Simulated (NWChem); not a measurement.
System: GeH₃I; SMILES [GeH3][I]

All runs: NWChem. The geometry was optimised at PBE0/def2-SVP. def2 effective core potentials on I; no spin-orbit coupling.

For level Hartree-Fock/def2-SVP (core potentials):

- highest occupied level (eV): -10.05
- orbital gap (eV): 12.44
- dipole (D): 1.99

What are these values for level Hartree-Fock/STO-3G (all-electron, non-relativistic)?


| Property | Value |
|---|---|
| highest occupied level (eV) | -7.38 |
| orbital gap (eV) | 14.95 |
| dipole (D) | 2.60 |
